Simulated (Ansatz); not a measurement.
FGeH5N2O (`[NH2][Ge]([NH2])([OH])[F]`), relaxed with RKS PBE-D4/def2-SVP in the Gaussian-basis code of Ansatz from a rough embedded geometry. The force threshold is 0.03 eV/Å; the program also tests the step.

Charge 0, multiplicity 1.

Start:

```xyz
10

N     1.147    0.989   -0.550
Ge   -0.105   -0.224   -0.084
N    -1.238    0.580    1.144
O    -1.072   -0.775   -1.553
F     0.641   -1.636    0.617
H     1.875    0.494   -1.220
H     1.737    1.194    0.298
H    -0.702    0.738    1.982
H    -1.926   -0.211    1.471
H    -0.357   -1.150   -2.106
```

(1) By how much does the energy fall, and how many steps does the optimiser take? (An estimate is asked.)

(2) Which bonds change most? (An estimate is asked.)

(3) Give the relaxed structure. (Best estimate.)

## Answers

(1) Computed: 48.27 kJ/mol, in 32 steps, 3 of them rejected.

(2) The calculation gave: N1–H6 from 1.106 to 1.026 Å; N3–H9 from 1.098 to 1.024 Å; Ge2–O4 from 1.843 to 1.790 Å; Ge2–N3 from 1.854 to 1.812 Å.

(3) Computed: 
```xyz
10

N     1.419    0.869   -0.172
Ge   -0.006   -0.263    0.005
N    -1.270    0.558    1.010
O    -0.894   -0.827   -1.443
F     0.729   -1.727    0.669
H     1.240    1.654   -0.807
H     2.276    0.391   -0.470
H    -0.935    0.907    1.913
H    -2.134    0.022    1.135
H    -0.425   -1.583   -1.841
```
